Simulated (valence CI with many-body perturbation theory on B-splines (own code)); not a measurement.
## E1 line list for Sm⁴⁷⁺

Method: relativistic CI+MBPT: five valence electrons over a frozen Dirac-Fock core [Ne], a basis of 9 s, 9 p, 8 d, 6 f, 3 g, 1 h functions for each j, with the one-electron correlation potential Σ1, the two-electron term Σ2, the three-electron term Σ3, Breit, model QED; selected CI, second order for the rest (own B-spline code, finite nucleus).

No measured spectrum was set against this ion. As an estimate, large intervals hold to a few tenths of a per cent, small ones and those within an open d or f shell to about a per cent. Among the levels kept, up to 620 cm⁻¹ of a level comes from second order outside the variational space, and about a tenth of that is noise between levels of different J, which matters for small intervals.

Lines 1 to 50 of 211 in falling wavelength, among levels below 536.73 eV, chosen from the strongest by gf and those to the six lowest levels. Wavelengths and rates use the calculated energies. Electric multipoles are in the length gauge, E1 and E2 with the static RPA response of the core. Weak lines are less certain than strong ones. Lines between different terms over intervals too small for the method are left out, as are lines whose strength nearly cancels. The highest levels of a list are the least certain.

Levels are named by their leading jj configuration (3d3/2^4 stands for four electrons in 3d with j = 3/2), which in mixed levels can hold well under half, so a name can repeat and another be missing. Letters in brackets count levels of one name in rising energy.

| λ vac (Å) | Upper | Lower | A (s⁻¹) | log gf | Branch % |
| --- | --- | --- | --- | --- | --- |
| 675.0 | (3s^2 3p1/2^2 3d3/2) J=3/2 | (3s^2 3p1/2 3p3/2^2) J=1/2 | 6.21e+02 | -6.77 | 0.0 |
| 406.7 | (3s^2 3p1/2^2 3d3/2) J=3/2 | (3s^2 3p1/2 3p3/2^2) J=5/2 | 3.91e+06 | -3.41 | 0.1 |
| 308.6 | (3s^2 3p1/2^2 3d3/2) J=3/2 | (3s^2 3p1/2 3p3/2^2) J=3/2 | 1.27e+05 | -5.14 | 0.0 |
| 167.8 | (3s^2 3p1/2^2 3d5/2) J=5/2 | (3s^2 3p1/2 3p3/2^2) J=5/2 | 4.99e+07 | -2.90 | 0.1 |
| 151.2 | (3s^2 3p3/2^3) J=3/2 | (3s^2 3p1/2^2 3d5/2) J=5/2 | 7.90e+05 | -4.97 | 1.3 |
| 148.3 | (3s^2 3p1/2^2 3d5/2) J=5/2 | (3s^2 3p1/2 3p3/2^2) J=3/2 | 7.05e+07 | -2.86 | 0.1 |
| 138.5 | (3s 3p1/2^2 3p3/2 3d3/2) J=5/2 [a] | (3s^2 3p1/2 3p3/2 3d3/2) J=3/2 [b] | 1.10e+09 | -1.72 | 4.8 |
| 136.2 | (3s 3p1/2^2 3p3/2 3d3/2) J=3/2 [a] | (3s^2 3p1/2 3p3/2 3d3/2) J=1/2 [b] | 3.89e+08 | -2.36 | 1.0 |
| 134.4 | (3s 3p1/2^2 3p3/2 3d3/2) J=1/2 [a] | (3s^2 3p1/2 3p3/2 3d3/2) J=1/2 [b] | 6.01e+08 | -2.49 | 2.9 |
| 126.9 | (3s 3p1/2^2 3p3/2 3d3/2) J=5/2 [b] | (3s^2 3p1/2 3p3/2 3d5/2) J=7/2 [b] | 2.06e+08 | -2.53 | 0.1 |
| 120.1 | (3s 3p1/2^2 3p3/2 3d3/2) J=7/2 | (3s^2 3p1/2 3p3/2 3d3/2) J=5/2 [b] | 3.81e+09 | -1.18 | 19.8 |
| 111.7 | (3s 3p1/2^2 3p3/2 3d3/2) J=3/2 [b] | (3s^2 3p1/2 3p3/2 3d3/2) J=1/2 [b] | 1.31e+09 | -2.01 | 0.7 |
| 111.4 | (3s 3p1/2^2 3p3/2 3d3/2) J=3/2 [b] | (3s^2 3p1/2 3p3/2 3d3/2) J=3/2 [b] | 2.82e+09 | -1.68 | 1.5 |
| 111.4 | (3s 3p1/2^2 3p3/2 3d5/2) J=3/2 [a] | (3s^2 3p1/2 3p3/2 3d5/2) J=1/2 | 4.00e+08 | -2.53 | 0.3 |
| 108.9 | (3s 3p1/2^2 3p3/2 3d5/2) J=3/2 [a] | (3s^2 3p1/2 3p3/2 3d5/2) J=3/2 [b] | 5.41e+08 | -2.41 | 0.5 |
| 105.2 | (3s 3p1/2^2 3p3/2 3d3/2) J=3/2 [b] | (3s^2 3p1/2 3p3/2 3d3/2) J=5/2 [b] | 1.04e+09 | -2.16 | 0.5 |
| 103.9 | (3s 3p1/2^2 3p3/2 3d5/2) J=9/2 | (3s^2 3p1/2 3p3/2 3d5/2) J=9/2 | 5.78e+09 | -1.03 | 28.0 |
| 103.8 | (3s 3p1/2^2 3p3/2 3d3/2) J=5/2 [a] | (3s^2 3p1/2 3p3/2 3d3/2) J=7/2 | 1.49e+09 | -1.84 | 6.6 |
| 103.6 | (3s 3p1/2^2 3p3/2 3d5/2) J=7/2 [a] | (3s^2 3p1/2 3p3/2 3d5/2) J=5/2 [b] | 5.49e+09 | -1.15 | 3.6 |
| 102.6 | (3s 3p1/2^2 3p3/2 3d5/2) J=7/2 [a] | (3s^2 3p1/2 3p3/2 3d5/2) J=7/2 [b] | 3.73e+09 | -1.33 | 2.4 |
| 100.5 | (3s 3p1/2^2 3p3/2 3d3/2) J=5/2 [b] | (3s^2 3p1/2 3p3/2 3d3/2) J=3/2 [b] | 9.91e+08 | -2.05 | 0.3 |
| 100.3 | (3s 3p1/2^2 3p3/2^2) J=5/2 | (3s^2 3p1/2 3p3/2^2) J=5/2 | 5.42e+09 | -1.31 | 4.3 |
| 98.86 | (3s^2 3p3/2^3) J=3/2 | (3s^2 3p1/2^2 3d3/2) J=3/2 | 5.28e+06 | -4.51 | 8.5 |
| 98.25 | (3s 3p1/2^2 3p3/2 3d3/2) J=1/2 [b] | (3s^2 3p1/2 3p3/2 3d3/2) J=1/2 [b] | 7.02e+09 | -1.69 | 1.7 |
| 98.03 | (3s 3p1/2^2 3p3/2 3d3/2) J=7/2 | (3s^2 3p1/2 3p3/2 3d3/2) J=7/2 | 7.24e+09 | -1.08 | 37.5 |
| 98.01 | (3s 3p1/2^2 3p3/2 3d3/2) J=1/2 [b] | (3s^2 3p1/2 3p3/2 3d3/2) J=3/2 [b] | 2.43e+09 | -2.15 | 0.6 |
| 97.48 | (3s 3p1/2^2 3p3/2 3d3/2) J=5/2 [a] | (3s^2 3p1/2 3p3/2 3d3/2) J=3/2 [a] | 1.88e+09 | -1.79 | 8.3 |
| 96.33 | (3s 3p1/2^2 3p3/2 3d3/2) J=3/2 [a] | (3s^2 3p1/2 3p3/2 3d3/2) J=1/2 [a] | 1.73e+09 | -2.02 | 4.5 |
| 96.12 | (3s 3p1/2^2 3p3/2 3d3/2) J=3/2 [a] | (3s^2 3p1/2 3p3/2 3d3/2) J=3/2 [a] | 5.63e+09 | -1.51 | 14.7 |
| 96.02 | (3s 3p1/2^2 3p3/2 3d3/2) J=5/2 [a] | (3s^2 3p1/2 3p3/2 3d3/2) J=5/2 [a] | 7.74e+09 | -1.19 | 34.0 |
| 95.56 | (3s 3p1/2^2 3p3/2 3d5/2) J=9/2 | (3s^2 3p1/2 3p3/2 3d5/2) J=7/2 [a] | 1.48e+10 | -0.69 | 71.7 |
| 95.42 | (3s 3p1/2^2 3p3/2 3d3/2) J=1/2 [a] | (3s^2 3p1/2 3p3/2 3d3/2) J=1/2 [a] | 9.40e+09 | -1.59 | 45.2 |
| 95.41 | (3s 3p1/2^2 3p3/2 3d3/2) J=5/2 [b] | (3s^2 3p1/2 3p3/2 3d3/2) J=5/2 [b] | 4.14e+09 | -1.47 | 1.1 |
| 95.21 | (3s 3p1/2^2 3p3/2 3d3/2) J=1/2 [a] | (3s^2 3p1/2 3p3/2 3d3/2) J=3/2 [a] | 4.88e+09 | -1.88 | 23.5 |
| 94.79 | (3s 3p1/2^2 3p3/2 3d5/2) J=1/2 | (3s^2 3p1/2 3p3/2 3d5/2) J=1/2 | 1.71e+09 | -2.34 | 1.0 |
| 94.70 | (3s 3p1/2^2 3p3/2 3d3/2) J=3/2 [a] | (3s^2 3p1/2 3p3/2 3d3/2) J=5/2 [a] | 6.26e+09 | -1.47 | 16.4 |
| 94.11 | (3s 3p1/2^2 3p3/2 3d5/2) J=5/2 [a] | (3s^2 3p1/2 3p3/2 3d5/2) J=5/2 [a] | 9.17e+09 | -1.14 | 6.2 |
| 93.15 | (3s 3p1/2^2 3p3/2 3d5/2) J=7/2 [b] | (3s^2 3p1/2 3p3/2 3d5/2) J=5/2 [b] | 4.91e+09 | -1.29 | 1.4 |
| 93.00 | (3s 3p1/2^2 3p3/2 3d5/2) J=1/2 | (3s^2 3p1/2 3p3/2 3d5/2) J=3/2 [b] | 1.56e+10 | -1.39 | 9.0 |
| 92.99 | (3s 3p1/2^2 3p3/2^2) J=5/2 | (3s^2 3p1/2 3p3/2^2) J=3/2 | 8.90e+09 | -1.16 | 7.1 |
| 92.35 | (3s 3p1/2^2 3p3/2 3d5/2) J=7/2 [b] | (3s^2 3p1/2 3p3/2 3d5/2) J=7/2 [b] | 2.83e+09 | -1.54 | 0.8 |
| 91.77 | (3s 3p1/2 3p3/2^3) J=5/2 | (3s^2 3p3/2^3) J=3/2 | 9.49e+09 | -1.14 | 2.6 |
| 91.71 | (3s 3p1/2^2 3p3/2^2) J=3/2 | (3s^2 3p1/2 3p3/2^2) J=1/2 | 3.45e+06 | -4.76 | 0.0 |
| 91.69 | (3s 3p1/2^2 3p3/2^2) J=1/2 | (3s^2 3p1/2 3p3/2^2) J=1/2 | 1.89e+10 | -1.32 | 9.7 |
| 91.23 | (3s 3p1/2^2 3p3/2 3d5/2) J=5/2 [a] | (3s^2 3p1/2 3p3/2 3d5/2) J=3/2 [a] | 1.30e+10 | -1.01 | 8.7 |
| 91.05 | (3s 3p1/2^2 3p3/2 3d3/2) J=7/2 | (3s^2 3p1/2 3p3/2 3d3/2) J=5/2 [a] | 1.91e+09 | -1.72 | 9.9 |
| 90.51 | (3s 3p1/2^2 3p3/2 3d5/2) J=3/2 [b] | (3s^2 3p1/2 3p3/2 3d5/2) J=1/2 | 1.16e+10 | -1.25 | 2.9 |
| 88.87 | (3s 3p1/2^2 3p3/2 3d5/2) J=3/2 [b] | (3s^2 3p1/2 3p3/2 3d5/2) J=3/2 [b] | 1.42e+10 | -1.17 | 3.6 |
| 88.85 | (3s 3p1/2^2 3p3/2 3d5/2) J=3/2 [a] | (3s^2 3p1/2 3p3/2 3d5/2) J=5/2 [a] | 1.49e+10 | -1.15 | 13.0 |
| 88.61 | (3s 3p1/2^2 3p3/2 3d5/2) J=7/2 [a] | (3s^2 3p1/2 3p3/2 3d5/2) J=5/2 [a] | 3.43e+08 | -2.49 | 0.2 |

Q: How does gf follow from A for the line at 98.25 Å?

A: gf = 1.4992 × (2J+1)_upper × A / σ², with σ = 1017856 cm⁻¹ and 2J+1 = 2: gf = 0.0203.
